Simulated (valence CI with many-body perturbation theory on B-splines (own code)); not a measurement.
# Forbidden lines of Tb XVII

Calculated by relativistic CI+MBPT: three valence electrons over a frozen Dirac-Fock core [Kr] 4d10, a basis of 7 s, 7 p, 7 d, 7 f, 4 g, 2 h functions for each j, with the one-electron correlation potential Σ1 (screened to all orders), the two-electron term Σ2, the three-electron term Σ3, Breit, model QED; selected single and double excitations, second order for the rest, scaled by the run's own slope (own B-spline code, finite nucleus).

No measured levels were compared; by estimate terms of the open shell hold to a few per cent of their energy, and close levels can change places.

Lines 1 to 50 of 120 in falling wavelength, among levels below 107.32 eV, chosen from the decays that carry over 1 % of a level's rate. Wavelengths and rates use the calculated energies, so an error of 2000 cm⁻¹ moves a line at 4068 nm by 81 % and its rate by three times that or more. Weak lines are less certain than strong ones. Lines between different terms over intervals too small for the method are left out, as are lines whose strength nearly cancels. Where a level lies close to another of its J and parity, the split of strength between their lines is uncertain.

Names give the largest LS component (configuration and term), which can be under half, so a name can repeat, a term be missing and a line seem to break the LS rules; names also repeat where a configuration has a term twice. Letters in brackets count levels of one name in rising energy.

| λ vac (nm) | Upper | Lower | Type | A (s⁻¹) | Branch % |
| --- | --- | --- | --- | --- | --- |
| 4110 | 4f3 4F°_7/2 | 4f3 4F°_5/2 | M1 | 4.71e-01 | 32.2 |
| 4068 | 4f3 4S°_3/2 | 4f3 4F°_5/2 | M1 | 2.17e-02 | 2.7 |
| 3638 | 4f3 4D°_1/2 | 4f3 4D°_3/2 | M1 | 9.89e-01 | 14.2 |
| 3175 | 4f3 4D°_1/2 | 4f3 2P°_3/2 | M1 | 1.89e-01 | 2.7 |
| 2825 | 4f3 2L°_17/2 | 4f3 2L°_15/2 | M1 | 5.01e-01 | 3.9 |
| 2801 | 4f3 4F°_5/2 | 4f3 4F°_3/2 | M1 | 1.74e+00 | 100.0 |
| 2601 | 4f3 4F°_9/2 | 4f3 4F°_7/2 | M1 | 1.03e+00 | 6.1 |
| 2303 | 4f3 4F°_7/2 | 4f3 2H°_9/2 [a] | M1 | 5.49e-01 | 37.6 |
| 2269 | 4f3 2I°_13/2 | 4f3 2I°_11/2 | M1 | 8.26e-01 | 4.6 |
| 2245 | 4f3 2P°_1/2 | 4f3 2D°_3/2 [a] | M1 | 7.39e-01 | 4.0 |
| 1914 | 4f3 4G°_11/2 | 4f3 4G°_9/2 | M1 | 3.37e+00 | 29.0 |
| 1811 | 4f3 2K°_15/2 | 4f3 2K°_13/2 | M1 | 1.89e+00 | 4.5 |
| 1742 | 4f3 4I°_15/2 | 4f3 4I°_13/2 | M1 | 6.00e+00 | 100.0 |
| 1730 | 4f3 4G°_7/2 | 4f3 4G°_5/2 | M1 | 5.01e+00 | 38.4 |
| 1707 | 4f3 4I°_13/2 | 4f3 4I°_11/2 | M1 | 9.54e+00 | 100.0 |
| 1698 | 4f3 4I°_11/2 | 4f3 4I°_9/2 | M1 | 8.36e+00 | 100.0 |
| 1669 | 4f3 4G°_5/2 | 4f3 4F°_7/2 | M1 | 2.43e-01 | 29.3 |
| 1659 | 4f3 4S°_3/2 | 4f3 4F°_3/2 | M1 | 7.69e-01 | 97.2 |
| 1570 | 4f3 2G°_9/2 [a] | 4f3 4G°_7/2 | M1 | 4.26e+00 | 11.4 |
| 1509 | 4f3 2D°_5/2 [a] | 4f3 2D°_3/2 [a] | M1 | 1.62e+00 | 5.7 |
| 1489 | 4f3 4G°_9/2 | 4f3 2G°_7/2 [a] | M1 | 7.14e+00 | 34.5 |
| 1470 | 4f3 2G°_7/2 [a] | 4f3 4F°_7/2 | M1 | 1.83e+00 | 15.1 |
| 1390 | 4f3 2P°_3/2 | 4f3 2D°_5/2 [a] | M1 | 1.46e+00 | 2.7 |
| 1387 | 4f3 4D°_7/2 | 4f3 4D°_5/2 | M1 | 6.14e+00 | 71.0 |
| 1317 | 4f3 4D°_3/2 | 4f3 2D°_5/2 [a] | M1 | 1.78e+00 | 14.8 |
| 1221 | 4f3 4F°_9/2 | 4f3 2H°_9/2 [a] | M1 | 7.06e+00 | 41.7 |
| 1187 | 4f3 4G°_5/2 | 4f3 4F°_5/2 | M1 | 7.43e-02 | 8.9 |
| 1083 | 4f3 2G°_7/2 [a] | 4f3 4F°_5/2 | M1 | 5.77e+00 | 47.7 |
| 1068 | 4f3 2P°_3/2 | 4f3 2P°_1/2 | M1 | 2.14e+00 | 4.0 |
| 1034 | 4f3 4G°_9/2 | 4f3 4F°_9/2 | M1 | 2.75e+00 | 13.3 |
| 1024 | 4f3 4D°_3/2 | 4f3 2P°_1/2 | M1 | 4.34e+00 | 36.0 |
| 1021 | 4f3 2H°_11/2 [a] | 4f3 2H°_9/2 [a] | M1 | 8.36e+00 | 28.0 |
| 946.6 | 4f3 2I°_11/2 | 4f3 4G°_11/2 | M1 | 1.40e+00 | 8.3 |
| 897.3 | 4f3 2G°_7/2 [a] | 4f3 2H°_9/2 [a] | M1 | 2.86e+00 | 23.6 |
| 881.7 | 4f3 2G°_9/2 [a] | 4f3 2G°_7/2 [a] | M1 | 1.37e+00 | 3.7 |
| 849.3 | 4f3 4G°_7/2 | 4f3 4F°_7/2 | M1 | 3.72e+00 | 28.6 |
| 833.6 | 4f3 4G°_5/2 | 4f3 4F°_3/2 | M1 | 2.39e-01 | 28.7 |
| 799.1 | 4f3 4D°_1/2 | 4f3 2P°_1/2 | M1 | 1.94e+00 | 27.8 |
| 788.2 | 4f3 2G°_9/2 [a] | 4f3 2H°_11/2 [a] | M1 | 5.43e+00 | 14.5 |
| 752.8 | 4f3 4G°_11/2 | 4f3 2H°_11/2 [a] | M1 | 5.35e+00 | 46.1 |
| 723.7 | 4f3 2P°_3/2 | 4f3 2D°_3/2 [a] | M1 | 2.27e+01 | 42.4 |
| 710.1 | 4f3 4D°_5/2 | 4f3 2D°_3/2 [a] | M1 | 5.76e+00 | 34.3 |
| 705.8 | 4f3 2D°_5/2 [a] | 4f3 2G°_7/2 [a] | M1 | 1.53e+00 | 5.4 |
| 703.9 | 4f3 4G°_7/2 | 4f3 4F°_5/2 | M1 | 3.78e+00 | 29.0 |
| 703.3 | 4f3 4D°_3/2 | 4f3 2D°_3/2 [a] | M1 | 3.31e+00 | 27.5 |
| 699.4 | 4f3 2G°_9/2 [a] | 4f3 4F°_9/2 | M1 | 1.92e+01 | 51.3 |
| 698.4 | 4f3 2D°_3/2 [a] | 4f3 4S°_3/2 | M1 | 2.04e+01 | 45.3 |
| 681.9 | 4f3 4D°_7/2 | 4f3 2D°_5/2 [a] | M1 | 1.09e-01 | 1.3 |
| 671.4 | 4f3 4G°_11/2 | 4f3 4F°_9/2 | M1 | 3.35e-01 | 2.9 |
| 633.4 | 4f3 2I°_11/2 | 4f3 4G°_9/2 | M1 | 1.86e+00 | 11.0 |
